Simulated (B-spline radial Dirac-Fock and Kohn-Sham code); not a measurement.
Isotope-shift constants of the inner levels of Zr⁴⁺

System: Zr⁴⁺, configuration [Ar] 3d10 4s2 4p6.

The computed values come from a B-spline atomic structure program: first-order field-shift and mass-shift constants from Dirac-Fock ground and hole states with a Fermi nucleus; the mass shift has no relativistic recoil terms. A binding energy shifts by δE = F·δ⟨r²⟩ + (K_N + K_S)·δ(1/M); F is taken for a change of radius at fixed skin thickness and so holds the higher radial moments.

```
     level  F (meV/fm²)  K_N (meV u)  K_S (meV u)
    K (1s)       -25.46        -9929         4425
   L1 (2s)       -2.722        -1425       -162.9
L2 (2p1/2)       0.1684        -1299         1617
L3 (2p3/2)       0.1976        -1252         1494
   M1 (3s)      -0.4693       -268.7       -96.00
M2 (3p1/2)      0.03977       -221.3        195.9
M3 (3p3/2)      0.04534       -213.6        164.4
M4 (3d3/2)      0.03765       -130.2        172.7
M5 (3d5/2)      0.03716       -128.8        169.6
```

Line shifts in meV from A = 90 (mass 89.9047 u, rms radius 4.2694 fm); radii from Angeli and Marinova (2013).

| A | mass (u) | radius (fm) | Kα1 | Kα2 | Kβ1 | Lα1 |
| --- | --- | --- | --- | --- | --- | --- |
| 87 | 86.9148 | 4.2789 | -4.28 | -4.31 | -4.16 | +0.09 |
| 88 | 87.9102 | 4.2787 | -3.49 | -3.51 | -3.40 | +0.06 |
| 89 | 88.9089 | 4.2706 | -0.98 | -0.99 | -0.94 | +0.03 |
| 92 | 91.9050 | 4.3057 | -6.59 | -6.57 | -6.62 | 0.00 |
| 96 | 95.9083 | 4.3512 | -14.09 | -14.02 | -14.18 | -0.03 |
| 97 | 96.9110 | 4.3792 | -19.74 | -19.65 | -19.83 | -0.01 |
| 98 | 97.9127 | 4.4012 | -24.09 | -23.99 | -24.18 | 0.00 |
| 99 | 98.9167 | 4.4156 | ? | ? | ? | ? |
| 100 | 99.9180 | 4.4891 | -42.96 | -42.82 | -42.99 | +0.08 |
| 101 | 100.9215 | 4.5119 | -47.65 | -47.50 | -47.68 | +0.10 |

Question: What are the shifts for A = 99?

Answer: Kα1 -26.75 meV (field -32.57, mass +5.82); Kα2 -26.64 meV (field -32.54, mass +5.90); Kβ1 -26.85 meV (field -32.38, mass +5.53); Lα1 0.00 meV (field +0.20, mass -0.20).
